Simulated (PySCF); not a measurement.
Molecule: SMILES CC(C)(C)/C=C\O[SiH3] (C6H14OSi). Atoms near the plane z = 1.5 Å, at the GFN2-xTB optimised geometry (x, y, z in Å): C1 (1.4, -0.8, 0.0), C2 (-0.2, -0.8, 0.0), C3 (-0.7, -1.5, 1.2), C5 (-0.7, 0.6, 0.0), C6 (-0.4, 1.6, 0.9), O7 (0.3, 1.3, 2.0), Si8 (0.7, 2.3, 3.3), H10 (1.8, -1.8, 0.0), H11 (1.8, -0.3, 0.9), H12 (-0.3, -2.6, 1.3), H13 (-1.8, -1.5, 1.3), H14 (-0.3, -1.0, 2.1), H19 (-0.8, 2.6, 0.8), H22 (1.3, 3.5, 2.9).

Calculation: PySCF with B3LYP/def2-SVP. Cells within 0.4 Å of a nucleus heavier than hydrogen are left out (blank, or x). The values are rescaled to run from 0 to 1.

```
|555555555555555555555555555|
|555555555555555555555555555|
|555555555555555566555555555|
|555555555566656666655555555|
|555555555666666666655555555|
|555555556666666666655555555|
|555555556666666666655555555|
|555555566666777666655555555|
|555555566667889966655555555|
|555555566667517976665555555|
|555555566667869976665555555|
|555555566666899866666555555|
|555555566666677666666555555|
|555555566666666666666655555|
|555555666666666666666655555|
|555555666677676666666655555|
|555556666565066666666555555|
|55555666401xx76666666555555|
|555556666665266666665555555|
|555555666675066666655555555|
|555555666666366665555555555|
|555555556666666665555555555|
|555555555666666655555555555|
|555555555556666555555555555|
|555555555555555555555555555|
|555555555555555555555555555|
|555555555555555555555555555|
```
Scale: ten equal steps from 0.000 (start of '0') to 1.00 (end of '9'), in the order '0123456789'; x runs from -5.00 to 5.00, y from -5.00 (bottom) to 5.00 (top).

Task: Which quantity is mapped?
A. deformation density (molecule minus spherical neutral atoms)
B. electron localisation function
C. log10 of the electron density
D. Laplacian of the electron density

Result: D, Laplacian of the electron density. In full: Laplacian of the electron density (e/bohr⁵).
